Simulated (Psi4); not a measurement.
Conformational energy of SMILES FB(F)B(F)F. Scanned: dihedral F1–B2–B4–F5; all other coordinates were relaxed at GFN2-xTB. Points at φ and −φ are mirror images. Heavy atoms are numbered in the order of the SMILES FB(F)B(F)F, hydrogens after them in the order of the atoms that carry them; the mirror image has the same energies with the sign of each dihedral reversed.

Methods: PBE/def2-TZVP // GFN2-xTB (Psi4); PBE-D3(BJ)/def2-TZVP // GFN2-xTB (Psi4); M06-2X/def2-TZVP // GFN2-xTB (Psi4); MP2/cc-pVTZ = DF-MP2 (frozen core)/cc-pVTZ // GFN2-xTB run with Psi4.

Energies relative to the lowest point of each profile, in kJ/mol; the last columns give the difference from MP2:

```tsv
φ / °	PBE/def2-TZVP	PBE-D3(BJ)/def2-TZVP	M06-2X/def2-TZVP	MP2/cc-pVTZ	PBE/def2-TZVP − MP2/cc-pVTZ	PBE-D3(BJ)/def2-TZVP − MP2/cc-pVTZ	M06-2X/def2-TZVP − MP2/cc-pVTZ
-150	0.8	0.8	0.2	0.2	0.6	0.5	0.0
-120	0.5	0.5	0.2	0.1	0.4	0.4	0.1
-90	0.0	0.0	0.0	0.0	0.0	0.0	0.0
-60	0.5	0.5	0.2	0.1	0.4	0.4	0.1
-30	0.8	0.8	0.2	0.2	0.6	0.6	0.0
0	0.9	0.9	0.2	0.2	0.7	0.7	0.0
30	0.8	0.8	0.2	0.2	0.6	0.6	0.0
60	0.5	0.5	0.2	0.1	0.4	0.4	0.1
90	0.0	0.0	0.0	0.0	0.0	0.0	0.0
120	0.5	0.5	0.2	0.1	0.4	0.4	0.1
150	0.8	0.8	0.2	0.2	0.6	0.5	0.0
180	0.9	0.9	0.2	0.2	0.7	0.7	0.0
```

PBE/def2-TZVP is furthest from MP2/cc-pVTZ at 0 (0.7 kJ/mol, above); its mean absolute difference over the points is 0.4 kJ/mol.

PBE-D3(BJ)/def2-TZVP is furthest from MP2/cc-pVTZ at 0 (0.7 kJ/mol, above); its mean absolute difference over the points is 0.4 kJ/mol.

M06-2X/def2-TZVP is furthest from MP2/cc-pVTZ at -60 (0.1 kJ/mol, above); its mean absolute difference over the points is 0.0 kJ/mol.
